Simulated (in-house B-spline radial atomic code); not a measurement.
A run on neutral barium that did not converge. Method: scalar-relativistic (X2C) PBEsol, spin-polarised, spherical fractional occupations, Fermi nucleus of rms radius 4.8378 fm; computed with an all-electron radial atomic-structure program (B-spline basis).

Command:
```bash
python run_scf.py task.json out
```
Settings (nuclear radius in fm, mass in u):
```
Z                56
configuration    [Ar] 3d10 4s2 4p5.625 4d10 4f0.375 5s2 5p6 6s2
hamiltonian      x2c
method           pbesol
spin_polarised   True
nucleus          fermi
rms_radius       4.8378
atomic_mass      137.90525
speed_of_light   137.035999084
```

First and last ten iterations of the last attempt (damped for 15 steps, keeping 80 % of the old Fock matrix, then DIIS):
```
 iter        energy (Eh)    residual
    1       -8122.764466    4.15e-01
    2       -8124.265112    3.97e-01
    3       -8126.595478    2.44e-01
    4       -8127.684353    1.52e-01
    5       -8128.170559    9.33e-02
    6       -8128.379379    5.63e-02
    7       -8128.466311    3.35e-02
    8       -8128.501681    1.96e-02
    9       -8128.515866    1.16e-02
   10       -8128.521523    6.93e-03
  111       -8128.494436    1.50e-02
  112       -8128.494633    1.49e-02
  113       -8128.494918    1.48e-02
  114       -8128.494477    1.50e-02
  115       -8128.494312    1.50e-02
  116       -8128.494175    1.51e-02
  117       -8128.494126    1.51e-02
  118       -8128.494121    1.51e-02
  119       -8128.496211    1.44e-02
  120       -8128.510608    1.60e-02
 not converged after 120 iterations
```

The smallest residual met was 2.4e-04; the threshold is about 6e-07. No energy from this run should be used. Time taken, with all properties: 2.3 s on 1 thread of Arm Neoverse V2, on a shared host.
